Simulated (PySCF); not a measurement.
Here is a computed GFN2-xTB geometry (Å):
```
atom  x, y, z in Å
C1     2.1928   -0.2702    0.1437
C2     0.7032   -0.1645    0.0417
C3     0.0673    1.0760    0.0248
C4    -1.3117    1.1196   -0.0665
C5    -2.0149   -0.0738   -0.1406
C6    -1.2922   -1.2548   -0.1190
N7     0.0258   -1.3018   -0.0298
H8     2.6663    0.2385   -0.6945
H9     2.5429    0.1972    1.0627
H10    2.4822   -1.3166    0.1398
H11    0.6499    1.9835    0.0837
H12   -1.8329    2.0666   -0.0803
H13   -3.0913   -0.0846   -0.2131
H14   -1.7881   -2.2156   -0.1748
```

Charge 0, singlet.

Question: Read off the bonds between heavy atoms and their formal orders.

Answer: C1–C2 1.50 Å (single); C2–C3 1.39 Å (aromatic); C3–C4 1.38 Å (aromatic); C4–C5 1.39 Å (aromatic); C5–C6 1.38 Å (aromatic); C6–N7 1.32 Å (aromatic); C2–N7 1.33 Å (aromatic). Bonds to hydrogen (Å): C1–H8 1.09; C1–H9 1.09; C1–H10 1.09; C3–H11 1.08; C4–H12 1.08; C5–H13 1.08; C6–H14 1.08.

Question: Which species is it?

Answer: `Cc1ccccn1`, C6H7N.

Question: Name the point group.

Answer: Cs (every atom within 0.08 Å of its image).

Question: Which rings does it hold (smallest set)?

Answer: C2–C3–C4–C5–C6–N7 (6 members, 0.00 Å rms from planarity).

Question: Classify the heavy atoms.

Answer: C1: benzylic-type carbon; C2: substituted aromatic carbon; C3: aromatic CH carbon; C4: aromatic CH carbon; C5: aromatic CH carbon; C6: aromatic CH next to a ring nitrogen; N7: pyridine-type nitrogen.

Question: What is the arrangement about C6?

Answer: It has 3 neighbours (C5, N7, H14) and is planar (angles 123.5°, 121.1° and 115.4°, sum 360.0°, 0.00 Å off the plane of its three neighbours).

Question: What is the arrangement about C5?

Answer: It has 3 neighbours (C4, C6, H13) and is planar (angles 121.2°, 120.9° and 117.9°, sum 360.0°, 0.00 Å off the plane of its three neighbours).
